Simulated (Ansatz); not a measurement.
Input file for Ansatz (a first-principles code): R-B3LYP/def2-TZVPPD on C2H8OSi (a complex), monomers drawn apart or pushed together. Files ending in .json are basis or fitting sets from the Basis Set Exchange.

Ansatz 0.2 input:
```yaml
crystal:
  periodic: [false, false, false]
  atoms:
    - {symbol: C, position_ang: [-0.35515557, -0.46886143, -0.01820082]}
    - {symbol: C, position_ang: [0.46626090, 0.57046372, 0.00286403]}
    - {symbol: H, position_ang: [-1.16453212, -0.53940923, -0.73511532]}
    - {symbol: H, position_ang: [-0.24691999, -1.28367929, 0.68632390]}
    - {symbol: H, position_ang: [1.27204872, 0.63552487, 0.72348020]}
    - {symbol: H, position_ang: [0.36671368, 1.39421373, -0.69384890]}
    - {symbol: O, position_ang: [0.68888073, -1.02802335, 4.23245375]}
    - {symbol: Si, position_ang: [-0.32457945, 0.16499857, 4.77394085]}
    - {symbol: H, position_ang: [1.56068776, -1.09635043, 4.62831861]}
    - {symbol: H, position_ang: [-0.42552979, 0.13391319, 6.25528384]}
    - {symbol: H, position_ang: [-1.64180072, -0.10880287, 4.17191423]}
    - {symbol: H, position_ang: [0.14882713, 1.51167663, 4.37429284]}
basis:
  gaussian:
    orbitals: def2-TZVPPD.json
hamiltonian:
  xc: {name: B3LYP}
scf: {lower_state_search: off}
```

Program output:

```
Functional definition: B3LYP
[...]
these checks for a lower state are left out or cut short: stability, starts, cluster_reference, orbital_swaps, neighbouring_geometries, increment
integrals: 0.22 GiB planned
1319 factors; their error is unknown
mean field: 1.85 GiB planned
mean field evaluation 1: about -12121.4120 eV, gradient 7.5e1 eV
mean field evaluation 2: about -12104.3079 eV, gradient 1.2e2 eV
mean field evaluation 4: about -12132.2123 eV, gradient 6.0e0 eV
mean field evaluation 8: about -12132.2874 eV, gradient 1.2e-1 eV
mean field evaluation 16: about -12132.2888 eV, gradient 9.5e-5 eV
mean field -12132.28877551 eV, -445.8533889392 hartree, gradient 4.3e-6 eV, S^2 0.000000; 0 other end points of the search recorded, 0 dependent functions left out
reference -12132.28910867 eV, -445.8534011828 hartree; 21, 21 occupied and 277, 277 virtual orbitals, 1319 factors
Total energy: -12132.28910867 eV, -445.8534011828 hartree
Checks for a lower state left out: stability, starts, cluster_reference, orbital_swaps, neighbouring_geometries, increment
```

Self-consistency was reached.

Cost: roughly 5 core-seconds.
